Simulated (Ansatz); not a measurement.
Total energies of `[CH3][GaH][BH]N`.

Z-matrix (Å, degrees):
```
C
Ga 1 1.981
H 1 1.094 2 109.6
H 1 1.091 2 113.5 3 -121.6
H 1 1.094 2 109.8 3 116.6
B 2 2.092 1 124.5 3 123.9
H 2 1.588 1 113.7 3 -59.3
N 6 1.390 2 125.8 1 -92.0
H 6 1.205 2 118.8 1 87.7
H 8 1.006 6 124.6 2 -0.4
H 8 1.008 6 122.7 2 180.0
```

Total charge 0; spin multiplicity 1. Correlated methods include outer-core shells of Ga, which these sets cover unevenly. Scalar relativity is left out up to krypton. The structure was optimised at the PBE0-D4/def2-TZVP level. It is one conformer, not always the lowest. Basis def2-TZVPP, Ansatz.

RPA on PBE orbitals: Hartree–Fock energy of these orbitals -2044.33429 Eh, correlation -1.21018 Eh (frozen core).

```csv
functional,energy without D4 (Eh),D4 term (kJ/mol)
PBE,-2046.37313,-17.6
BLYP,-2046.84807,-38.4
r2SCAN,-2046.75242,-4.3
B97M-V,-2046.47359,–
PBE0,-2046.43332,-15.0
r2SCANh,-2046.73704,-4.6
BHLYP,-2046.74194,-23.0
CAM-B3LYP,-2046.89221,-15.3
ωB97M-V,-2046.66609,–
PBE-QIDH,-2046.07851,–
```

(1) Give the same for LDA (SPW92), revPBE, B3LYP, r2SCAN0, HSE06 (plane-wave form), LC-ωPBE, ωB97X-V, B2PLYP. (Estimate.)

B3LYP takes the VWN-RPA correlation (the form of Gaussian; ORCA's B3LYP/G). HSE06 is the plane-wave form, built on full-range PBE exchange. The double hybrids freeze the cores in their second-order part.

Answers

(1) Ansatz gave: 
```
             functional  energy without D4 (Eh)  D4 term (kJ/mol)
            LDA (SPW92)             -2042.66297                 –
                 revPBE             -2046.66262             -51.7
                  B3LYP             -2046.90602             -28.5
                r2SCAN0             -2046.71536              -5.1
HSE06 (plane-wave form)             -2046.42492             -14.0
                LC-ωPBE             -2046.51353                 –
                ωB97X-V             -2046.62807                 –
                 B2PLYP             -2046.36250                 –
```

LC-ωPBE has ω = 0.4 bohr⁻¹.
